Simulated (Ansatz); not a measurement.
B2O2, triplet, geometry from GFN2-xTB (a higher spin typed on purpose: for a closed-shell molecule this is an excited state), atoms displaced at random by about 0.03 Å a coordinate; HF/6-31G, gradient (Ansatz, a first-principles code).

Ansatz was given this input:
Ansatz 0.2 input:
```yaml
crystal:
  periodic: [false, false, false]
  atoms:
    - {symbol: O, position_ang: [-1.82864973, -0.05696548, -0.41349939]}
    - {symbol: B, position_ang: [-0.82975903, 0.06018439, 0.25269198]}
    - {symbol: B, position_ang: [0.80458122, -0.01443385, -0.26978882]}
    - {symbol: O, position_ang: [1.83154518, -0.03018818, 0.40421984]}
basis:
  gaussian:
    orbitals: 6-31G
hamiltonian:
  xc: hf
magnetization: {spin_polarized: true, initial_magnetization: 2}
output: {forces: true}
```

What the program printed (banner, timings and long lists left out):

```
Functional definition: HF
402 factors; integrals over basis functions are off by at most 1.4e-4 eV
mean field evaluation 1: about -5406.1574 eV, gradient 3.2e1 eV
mean field evaluation 2: about -5406.3471 eV, gradient 3.2e1 eV
mean field evaluation 4: about -5411.6653 eV, gradient 3.6e0 eV
mean field evaluation 8: about -5412.2215 eV, gradient 1.4e0 eV
mean field evaluation 16: about -5413.1542 eV, gradient 2.9e-2 eV
mean field evaluation 32: about -5412.8293 eV, gradient 9.4e-1 eV
mean field evaluation 64: about -5412.3165 eV, gradient 7.6e-1 eV
mean field evaluation 96: about -5412.8415 eV, gradient 2.0e0 eV
mean field evaluation 128: about -5412.2953 eV, gradient 4.9e0 eV
mean field evaluation 160: about -5410.5965 eV, gradient 1.3e0 eV
mean field evaluation 192: about -5412.7489 eV, gradient 2.9e0 eV
mean field evaluation 224: about -5412.7394 eV, gradient 1.6e0 eV
mean field evaluation 256: about -5412.2068 eV, gradient 1.6e-3 eV
mean field evaluation 288: about -5410.2515 eV, gradient 1.5e1 eV
mean field -5413.15422151 eV, -198.9297484729 hartree, gradient 3.3e-5 eV, S^2 2.020468; 7 other end points of the search recorded, 0 dependent functions left out
the calculation of the forces begins
reference -5413.15422151 eV, -198.9297484729 hartree; 14, 12 occupied and 22, 24 virtual orbitals, 402 factors
Total energy: -5413.15422151 eV, -198.9297484729 hartree
Atom 0 at    -1.828650    -0.056965    -0.413499 Å, force    -1.126430     0.159126     0.975499 eV/Å
Atom 1 at    -0.829759     0.060184     0.252692 Å, force     0.846538    -0.316352    -1.804810 eV/Å
Atom 2 at     0.804581    -0.014434    -0.269789 Å, force    -7.473963     0.263454    -4.476999 eV/Å
Atom 3 at     1.831545    -0.030188     0.404220 Å, force     7.753855    -0.106229     5.306309 eV/Å
Dipole moment:     0.572857     0.055126     0.217891 e Å
```
